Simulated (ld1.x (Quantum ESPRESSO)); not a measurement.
## Se (Z = 34): excitation energies, all-electron against RRKJ

```
Element                 : Se
Generator               : ld1.x (Quantum ESPRESSO) 7.5
Type                    : norm-conserving RRKJ (Kleinman–Bylander form)
Functional              : LDA (PZ)
Relativity              : scalar-relativistic
Frozen core             : [Ne]
Valence charge          : 24
Reference configuration : 3s2 3p6 3d10 4s1.5 4p4.5
Partial waves           : 3p (bound): rc 1.00 bohr; 3d (bound): rc 0.60 bohr; 3s (bound): rc 0.70 bohr
Local potential         : the s channel
Core correction         : none
rho0                    : 0.02
```

Occupied shells without a wave of their own: 4p, 4s. They enter only through the test configuration that unscreens the potential.

Energies are relative to the spin-unpolarised reference configuration 3s2 3p6 3d10 4s1.5 4p4.5; without spin polarisation the order of configurations can differ from experiment. Spin-polarised rows fill each open shell by Hund’s rule, majority spin first.

| valence configuration | charge | ΔE all-electron (eV) | error AE − PS (meV) |
| --- | --- | --- | --- |
| 3s2 3p6 3d10 4s2 4p4 | 0 | -5.441 | +289 |
| 3s2 3p6 3d10 4s2 4p3 | +1 | 5.568 | +234 |
| 3s2 3p6 3d10 4s2 4p2 | +2 | 26.126 | +146 |
| 3s2 3p6 3d10 4s2 4p3.5 | +0.5 | -1.054 | +266 |
| 3s2 3p6 3d10 4s0 4p6 | 0 | 16.653 | -923 |
| 3s2 3p6 3d10 4s1 4p4 | +1 | 17.152 | -392 |
| 3s2 3p6 3d10 4s1.5 4p4.5 (spin-polarised) | 0 | -0.636 | +0.8 |
| 3s2 3p6 3d10 4s2 4p4 (spin-polarised) | 0 | -6.034 | +292 |

Q: What are ΔE and the potential's error for 3s2 3p6 3d10 4s2 4p4.3?

A: ΔE = -7.078 eV all-electron; the error (AE − PS) is +299 meV.

The 4p, 4s levels have no wave, so the channel is fitted at the deeper level alone: the likely source of the large errors.

The potential misses its own reference levels by up to 0.6 eV.
